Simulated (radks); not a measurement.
The numbers below are computed, except where a source is named.
Rb I, configuration [Kr] 5f1 (not the ground configuration). Level of theory: scalar-relativistic Kohn-Sham, SCAN, spin-unpolarised, spherical densities, finite nucleus; meta-GGA in the generalised Kohn-Sham scheme; Fermi nuclear charge, rms radius 4.2036 fm (a radial shooting solver on a logarithmic mesh with Libxc functionals).

Normalised radial functions P(r) = r R(r), r in bohr:

```
   r/bohr * 3p, o 3d, + 4p (the largest magnitude, 1.47, reaches the edge; | marks zero, & curves that meet)
 0.005581                             &
 0.007999                             &*
  0.01137                             &*
  0.01617                             o+*
  0.02318                             o+  *
  0.03296                             o +   *
  0.04687                             |o +      *
  0.06718                             | o +        *
  0.09552                             |    &         *
   0.1369                             |  +      o*
   0.1947                            +*               o
   0.2768             *          +    |                     o
   0.3968  *                   +      |                        o
   0.5642    *                     +  |                     o
   0.8022               *             |     +       o
     1.15                         *   |     o       +
    1.635                            *| o            +
    2.325                             &         +
    3.332                             &   +
    4.738                             &+
    6.737                             &
    9.656                             &
    13.73                             &
    19.52                             &
    27.98                             &
    39.79                             &
    56.58                             &
    81.09                             &
```

3p: eigenvalue -234.34 eV, 1 radial node at r = 0.194 bohr, <r> = 0.518 bohr, 90 % of the charge inside 0.787 bohr. 3d: eigenvalue -110.28 eV, 0 radial nodes, <r> = 0.525 bohr, 90 % of the charge inside 0.855 bohr. 4p: eigenvalue -21.105 eV, 2 radial nodes at r = 0.187, 0.641 bohr, <r> = 1.71 bohr, 90 % of the charge inside 2.58 bohr.
